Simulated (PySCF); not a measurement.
## Energy of Mn²⁺ (manganese, charge +2) between two integer charges

The 3d alpha orbital of [Ar] 3d5 is emptied in steps (occupation f), with all orbitals relaxed, ending at [Ar] 3d4. Calculation: PySCF 2.14, in aug-pcseg-2 (7s5p4d3f2g, 81 functions); the non-relativistic Hamiltonian (point nucleus). The exact energy is a straight line in f; departures are measured from the line between the end points of the same method.

```
  f  UHF (eV)  LDA (eV)  PBE (eV)
  1     0.000     0.000     0.000
0.8     0.387    -1.362    -1.329
0.6     0.563    -2.063    -2.012
0.4     0.546    -2.084    -2.030
0.2     0.354    -1.402    -1.365
  0     0.000     0.000     0.000
```

Question: For PBE, how does the orbital energy at f = 1 compare with the removal energy?

Answer: −ε = 26.023 eV against a total-energy difference of 34.250 eV. By Janak's theorem ε = ∂E/∂f, so the gap between them reflects the curvature. Along the path −ε is 29.202 (f = 0.8), 32.482 (f = 0.6), 35.856 (f = 0.4), 39.313 (f = 0.2) eV.

```tsv
method	E(f=0) − E(f=1) (eV)	−ε at f=1 (eV)	−ε at f=0.4 (eV)
UHF	32.464	34.958	31.930
LDA	34.661	26.239	36.298
PBE	34.250	26.023	35.856
```

Reference removal energy between the ground levels: 33.668 ± 0.012 eV (measured; NIST Atomic Spectra Database, ionization energies). The calculation has no spin-orbit coupling. The determinant left behind need not be the lowest term of the ion. UHF lacks correlation.
